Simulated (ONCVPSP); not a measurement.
# Reading a pseudo-wave (rhodium)

Columns: radius, all-electron u(r) and pseudo u(r) of the 4d shell (level -5.94 eV) of rhodium in the configuration [Ar] 3d10 4s2 4p6 4d8 5s1; PBE, scalar-relativistic, ONCV scheme, ONCVPSP 4.0.1.

```csv
r (bohr),all-electron,pseudo
0.090,-0.1480,0.0026
0.180,-0.3699,0.0197
0.270,-0.3958,0.0620
0.360,-0.2545,0.1342
0.450,-0.0368,0.2337
0.540,0.1909,0.3518
0.630,0.3934,0.4762
0.720,0.5568,0.5941
0.810,0.6784,0.6944
0.900,0.7614,0.7707
0.990,0.8115,0.8202
1.080,0.8355,0.8448
1.170,0.8396,0.8482
1.260,0.8293,0.8360
1.350,0.8088,0.8130
1.440,0.7814,0.7836
1.530,0.7498,0.7505
1.620,0.7156,0.7157
1.710,0.6802,0.6802
1.800,0.6446,0.6446
1.890,0.6095,0.6095
1.980,0.5753,0.5752
2.070,0.5422,0.5422
2.160,0.5106,0.5105
2.250,0.4804,0.4803
2.340,0.4517,0.4517
```

(1) How many radial nodes do the two functions have?

(2) At about which radius was the pseudo-wave matched?

(3) Is the pseudo-wave norm-conserving?

## Answers

(1) The all-electron 4d function has n − l − 1 = 1; the pseudo-wave has 0, since the states of the same l below it are removed with the core.

(2) 1.80 bohr. The columns agree to 0.0005 from 1.62 bohr on; several derivatives are matched, so the curves merge somewhat inside the radius.

(3) Yes: the ONCV scheme keeps the norm inside the radius equal to the all-electron one, which fixes the energy derivative of the logarithmic derivative at the level.
